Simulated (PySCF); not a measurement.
CHF, SMILES [CH]F (connectivity only; charge and spin as stated), neutral, multiplicity 1.

The structure is a stationary point at PBE-D3(BJ)/def2-TZVPD. The isomer is the one that the SMILES or the coordinates give; other isomers of the formula were not compared.

Method: PBE0/def2-TZVPD (PySCF).

Symmetry labels are those of the subgroup Cs that the program uses (full group Cs).

Computed valence orbital energies around the gap with their symmetry:
| orbital | symmetry | energy (eV) |
|---|---|---|
| HOMO−7 | A' | -676.04 |
| HOMO−6 | A' | -281.96 |
| HOMO−5 | A' | -35.86 |
| HOMO−4 | A' | -19.38 |
| HOMO−3 | A' | -15.24 |
| HOMO−2 | A" | -14.40 |
| HOMO−1 | A' | -13.28 |
| HOMO | A' | -7.39 |
| LUMO | A" | -2.92 |
| LUMO+1 | A' | 0.58 |
| LUMO+2 | A' | 1.68 |
| LUMO+3 | A' | 2.33 |
